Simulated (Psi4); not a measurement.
Pair of molecules: HF (SMILES F) (first 2 atoms) with Si2H6 (SMILES [SiH3][SiH3]); geometry from B3LYP-D3(BJ)/def2-TZVP, rigid monomers moved along the line of their centres of mass till H2···H9 is 2.41 Å.
(charge 0, multiplicity 1):
```xyz
10

F      1.460     0.320    -0.174
H      1.344     0.300     0.749
Si    -0.702    -0.244     5.870
Si    -0.672    -0.243     3.526
H     -2.049    -0.631     6.350
H     -0.374     1.109     6.378
H      0.295    -1.212     6.385
H     -0.962    -1.586     2.973
H      0.695     0.147     3.070
H     -1.628     0.739     2.966
```

Computed with SAPT0/jun-cc-pV(D+d)Z (Psi4).

Question: Which attractive term is largest, and how does the interaction split up?

Answer: electrostatics -0.53, exchange 0.43, induction -0.44, dispersion -0.30, total -0.84 kcal/mol; the largest attraction is electrostatics.
